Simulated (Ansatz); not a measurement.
`C[BH][GeH3]`, relaxed with RKS PBE-D4/def2-SVP in Ansatz 0.2.0 from a rough embedded geometry. The force threshold is 0.03 eV/Å; the program also tests the step.

Charge 0, multiplicity 1.

Start:

```xyz
10

C    -1.201    0.110   -0.914
B    -0.165   -0.718   -0.167
Ge    1.182    0.200    0.981
H    -2.193   -0.195   -0.640
H    -1.152   -0.082   -2.044
H    -1.111    1.215   -0.775
H    -0.128   -1.898   -0.262
H     1.112   -0.301    2.425
H     1.012    1.780    0.932
H     2.644   -0.111    0.465
```

(1) By how much does the energy fall, and how many steps does the optimiser take? (Best estimate.)

(2) Which bonds change most? (An estimate is asked.)

(3) Give the relaxed structure. (Best estimate.)

Answers

(1) Ansatz gave: 4.27 kcal/mol, in 13 steps, 1 of them rejected.

(2) Ansatz gave: B2–Ge3 from 1.994 to 2.073 Å; B2–H7 from 1.184 to 1.221 Å; C1–H4 from 1.073 to 1.110 Å; C1–B2 from 1.522 to 1.556 Å.

(3) The calculation gave: 
```xyz
10

C    -1.317    0.110   -0.922
B    -0.237   -0.671   -0.117
Ge    1.282    0.231    0.966
H    -2.293   -0.410   -1.009
H    -0.894    0.094   -1.961
H    -1.462    1.177   -0.662
H    -0.228   -1.892   -0.165
H     1.210   -0.205    2.461
H     1.254    1.787    0.944
H     2.686   -0.221    0.465
```
